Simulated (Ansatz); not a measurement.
Reaction (substitution at a C–F bond): `N=C(F)F` + `BN` → `BNC(=N)F` + H–F

Program: Ansatz. Geometries: PBE0-D4/def2-TZVP. ΔE: electronic, gas phase. CCSD(T)/CBS is the MP2 limit (def2-TZVPP, def2-QZVPP) plus CCSD(T) − MP2 in def2-TZVPP, frozen cores. This one scheme is used for every species. DFT in def2-TZVPP. B3LYP here is the variant with VWN-RPA as its local correlation; programs differ in this. One conformer a species, not always the lowest.

`N=C(F)F`:

Cartesian coordinates in Å:
```
N 0.191 -0.099 0.966
C 0.174 0.043 -0.262
F 1.249 0.207 -0.981
F -0.872 0.060 -1.067
H -0.743 -0.212 1.344
```

`BN`:

Z-matrix (Å, degrees):
```
B
N 1 1.385
H 1 1.197 2 119.0
H 1 1.197 2 119.0 3 -180.0
H 2 1.006 1 123.2 3 -0.0
H 2 1.006 1 123.2 3 180.0
```

`BNC(=N)F`:

```xyz
9

B    -1.383    0.674   -0.198
N    -0.478   -0.198    0.437
C     0.846   -0.403    0.110
N     1.482    0.141   -0.811
F     1.376   -1.310    0.959
H    -2.492    0.706    0.241
H    -1.018    1.328   -1.120
H    -0.776   -0.757    1.222
H     2.443   -0.182   -0.841
```

H–F:

```xyz
2

F     0.405   -0.218    0.009
H    -0.405    0.218   -0.009
```

```csv
level,ΔE (kJ/mol)
PBE-D4,-19.7
PBE0-D4,-23.3
B3LYP-D4,-22.6
r2SCANh-D4,-19.6
ωB97M-V,-19.6
B2PLYP,-21.4
SCS-MP2/def2-QZVPP,-31.3
HF/CBS(def2),-16.8
```

Question: What does CCSD(T)/CBS give? (An estimate is asked.)

Answer: Computed: -32.9 kJ/mol. The listed levels differ from it by 13.2, 9.6, 10.3, 13.3, 13.3, 11.5, 1.6, 16.1 kJ/mol.

Largest T1 diagnostic among the species: 0.014.

Leaving LDA and LC-ωPBE aside and taking each functional with its dispersion term where it has one, the values, not all of them listed here, spread over 12.0 kJ/mol, from PBE-QIDH to B97M-V. LDA lies −4.8 kJ/mol from PBE without D4. From BLYP to BHLYP (50 % exact exchange), in def2-TZVPP and without D4, ΔE moves by −7.9 kJ/mol.
